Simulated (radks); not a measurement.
The numbers below are computed, except where a source is named.
Isoelectronic series with 12 electrons, each ion in its NIST ground configuration. Level of theory: non-relativistic Kohn-Sham, SCAN, spin-unpolarised, spherical densities, point nucleus; meta-GGA in the generalised Kohn-Sham scheme (a radial shooting solver on a logarithmic mesh with Libxc functionals). Total energies (hartree) and mean radii <r> (bohr):

| ion | configuration | E (hartree) | 3s | 2p |
|---|---|---|---|---|
| Mg | [Ne] 3s2 | -200.07462 | 3.175 | 0.6872 |
| Ar6+ | [Ne] 3s2 | -516.20305 | 1.195 | 0.3728 |
| Ca8+ | [Ne] 3s2 | -655.44651 | 1.007 | 0.3240 |
| Ti10+ | [Ne] 3s2 | -811.59527 | 0.8722 | 0.2865 |
| Cr12+ | [Ne] 3s2 | -984.64446 | 0.7699 | 0.2569 |
| Fe14+ | [Ne] 3s2 | -1174.59025 | 0.6895 | 0.2328 |
| Ni16+ | [Ne] 3s2 | -1381.43178 | 0.6245 | 0.2129 |
| Zn18+ | [Ne] 3s2 | -1605.16610 | 0.5709 | 0.1961 |
| Ge20+ | [Ne] 3s2 | -1845.79350 | 0.5259 | 0.1818 |
| Se22+ | [Ne] 3s2 | -2103.31232 | 0.4875 | 0.1695 |
| Kr24+ | [Ne] 3s2 | -2377.72213 | 0.4544 | 0.1587 |
| Sr26+ | [Ne] 3s2 | -2669.02316 | 0.4255 | 0.1492 |
| Zr28+ | [Ne] 3s2 | -2977.21379 | 0.4001 | 0.1408 |

Estimate the row of Si2+ ([Ne] 3s2).

Answer. E (hartree) -288.48243; 3s 1.966; 2p 0.5354.
